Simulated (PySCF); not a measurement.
**Si4H11NO**

Si4H11NO is a small molecule, neutral, singlet. The structure, one conformer, was relaxed in the gas phase by PBE0-D3(BJ)/def2-SVP. No frequency run checks that it is a minimum.

SMILES: O[Si]([SiH3])([SiH3])N[SiH3]

Coordinates in Å:
```
Si1     0.428    0.203   -0.584
Si2     1.488   -0.959    1.169
Si3     0.770    2.513   -0.418
N4     -1.286   -0.120   -0.542
Si5    -2.195   -1.293    0.371
O6      1.133   -0.208   -2.051
H7      0.796   -0.744    2.478
H8      2.887   -0.437    1.281
H9      1.566   -2.430    0.899
H10     2.206    2.880   -0.606
H11    -0.054    3.230   -1.444
H12     0.331    2.979    0.936
H13    -1.843    0.503   -1.125
H14    -3.020   -0.678    1.456
H15    -3.120   -2.067   -0.514
H16    -1.208   -2.228    0.990
H17     1.113   -1.145   -2.274
```

Shieldings: GIAO PBE0/pcSseg-1. Shifts are against computed references at the same level: H TMS (σ 31.27 ppm), Si TMS (σ 352.0 ppm). Core levels by delta-SCF with SCAN, pcX-2 on the ionised atom and pcseg-1 elsewhere, spin-free X2C (2p3/2 is the spin-free 2p value less a third of a first-order spin-orbit splitting); from the vacuum level, for chosen atoms.

Question: Give the NMR and core-level values of the distinct atoms.

Answer: 
```tsv
atoms	bonded to	σ (ppm)	δ (ppm)	core level (eV)
Si1	1 N + 1 O + 2 Si	346.0	6.0	2p3/2 106.87
Si2	1 Si + 3 H	461.6	-109.6	2p3/2 106.33
Si3	1 Si + 3 H	458.4	-106.5	2p3/2 106.28
N4	2 Si + 1 H	223.0	-	1s 404.19
Si5	1 N + 3 H	404.0	-52.0	-
O6	1 Si + 1 H	252.6	-	1s 538.14
H7 H8 H9	1 Si	27.76	3.51	-
H10 H11 H12	1 Si	27.84	3.43	-
H13	1 N	30.56	0.71	-
H14 H15 H16	1 Si	26.59	4.67	-
H17	1 O	29.82	1.45	-
```

Values are those of this one static structure, with the three H of a rotating XH3 group averaged; atoms that internal rotation interchanges would show their mean in an NMR spectrum.

Question: Which of Si1, Si2, Si3 holds its core electrons tightest, and by how much against the loosest?

Answer: Si1 (bonded to 1 N + 1 O + 2 Si), by 0.59 eV over Si3 (bonded to 1 Si + 3 H).

Question: By CAM-B3LYP/def2-SVPD (TDDFT singlets, Tamm-Dancoff triplets, ionisation by delta-SCF), where does absorption start, and what does vertical ionisation take?

Answer: The lowest singlet lies at 5.91 eV (f 0.048), the strongest of the first 6 at 7.41 eV (f 0.212), the lowest triplet at 5.25 eV; vertical ionisation takes 9.21 eV.

The 3 runs behind this took 2.4 min in all, one thread each of Intel Xeon 6975P-C on a shared host, launched as `OMP_NUM_THREADS=1 python cluster_run.py task.json out`.
